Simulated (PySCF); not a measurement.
Bonds (- single, = double, # triple, : aromatic): N1#C2 1.156 Å, C2-C3 1.474 Å, C3-C4 1.529 Å, C4-C5 1.516 Å, C5-O6 1.413 Å, O6-B7 1.353 Å, B7-O8 1.370 Å, O8-C3 1.407 Å. C3 carries H9; C4 carries H10, H11; C5 carries H12, H13; B7 carries H14. Stereochemistry as in N#C[C@H]1CCOBO1. H11, H13 are cis to C2 on the ring; H10, H12 are trans to C2 on the ring.

Geometry: PBE0-D3(BJ)/def2-SVP; GIAO absolute shieldings from PySCF, gas phase, non-relativistic, averaged over equivalent atoms.

At PBE0/pcSseg-1 (166 basis functions, 20 s wall time on 1 thread of an Arm Neoverse V1, shared host):
```
atoms  σ (ppm)
   N1    -44.7
   C2     60.6
   C3    125.4
   C5    125.7
   C4    151.4
   O8    200.9
   O6    201.0
   B7     76.7
   H9    26.75
  H13    26.87
  H14    27.11
  H12    27.31
  H10    29.21
  H11    29.55
```

Estimate the result of repeating the calculation with PBE/pcSseg-1.

Results:


| atoms | σ at PBE/pcSseg-1 | change |
| --- | --- | --- |
| N1 | -41.3 | +3.4 |
| C2 | 59.9 | -0.7 |
| C3 | 118.4 | -7.0 |
| C5 | 118.8 | -6.9 |
| C4 | 145.4 | -6.0 |
| O8 | 184.9 | -16.0 |
| O6 | 183.6 | -17.4 |
| B7 | 72.9 | -3.8 |
| H9 | 26.51 | -0.24 |
| H13 | 26.64 | -0.23 |
| H14 | 26.99 | -0.12 |
| H12 | 27.15 | -0.16 |
| H10 | 29.10 | -0.11 |
| H11 | 29.40 | -0.15 |

The largest change is at O6 (oxygen bonded to C, B, in a 6-membered ring). Cost: 166 basis functions, 28 s wall time on 1 thread of an Arm Neoverse V1, shared host. The order of the carbon signals is the same at both levels.
